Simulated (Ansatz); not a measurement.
Reaction (formal exchange of groups at a B–Si bond): `B[SiH](O)F` + `[F][ZnH]` → `[BH2][Zn][F]` + `O[SiH2]F`

Program: Ansatz. Geometries: PBE0-D4/def2-TZVP. ΔE: electronic, gas phase. CCSD(T)/CBS adds triple-zeta CCSD(T) − MP2 to the extrapolated MP2 energy (def2 sets, frozen cores). DFT in def2-TZVPP. B3LYP here is the variant with VWN-RPA as its local correlation; programs differ in this. HSE06 is defined as in plane-wave codes. For Zn outer-core shells are correlated without core-valence functions, which leaves a few kJ/mol of doubt a bond. Scalar relativity is left out up to krypton. Each species was taken in one conformer, which may not be the lowest.

`B[SiH](O)F`:

Z-matrix (Å, degrees):
```
Si
O 1 1.640
F 1 1.606 2 110.8
B 1 2.016 2 111.2 3 -116.8
H 1 1.479 2 104.5 3 114.8
H 2 0.959 1 117.9 3 70.5
H 4 1.195 1 123.6 2 -130.0
H 4 1.198 1 119.4 2 49.6
```

`[F][ZnH]`:

Z-matrix (Å, degrees):
```
Zn
F 1 1.750
H 1 1.507 2 180.0
```

`[BH2][Zn][F]`:

```xyz
5

B     0.776    0.348    0.339
Zn   -0.948   -0.425   -0.413
F    -2.440   -1.095   -1.064
H     0.771    1.307    1.053
H     1.840   -0.135    0.086
```

`O[SiH2]F`:

```xyz
6

O     1.065   -0.317   -0.620
Si   -0.229   -0.007    0.320
F    -1.568   -0.561   -0.349
H     1.177    0.173   -1.435
H    -0.009   -0.737    1.583
H    -0.436    1.449    0.502
```

Is it downhill or uphill in electronic energy at CCSD(T)/CBS, and by how much? (Estimate.)

Computed: Downhill: ΔE = -20.6 kJ/mol.

What do these levels give: revPBE-D4, PBE0-D4, B3LYP-D4, BLYP, PBE0, r2SCANh, r2SCAN0, HSE06, BHLYP, CCSD/def2-SVP, CCSD(T)/def2-TZVPP, MP2/def2-QZVPP? (An estimate is asked.)

Computed: revPBE-D4 -13.6, PBE0-D4 -15.1, B3LYP-D4 -18.0, BLYP -22.8, PBE0 -17.0, r2SCANh -18.1, r2SCAN0 -17.9, HSE06 -16.9, BHLYP -19.7, CCSD/def2-SVP -20.4, CCSD(T)/def2-TZVPP -17.6, MP2/def2-QZVPP -24.4 kJ/mol.

Largest T1 diagnostic among the species: 0.018.

From BLYP to BHLYP (50 % exact exchange), in def2-TZVPP and without D4, ΔE moves by +3.1 kJ/mol. The D4 term adds +3.4 kJ/mol with B3LYP and +1.9 kJ/mol with PBE0; it sums over pairs of atoms, weighted by their polarisabilities, and B3LYP, whose exchange is more repulsive, gets the larger term. Leaving LDA and LC-ωPBE aside and taking each functional with its dispersion term where it has one, the values, not all of them listed here, spread over 11.9 kJ/mol, from B2PLYP to B97M-V.
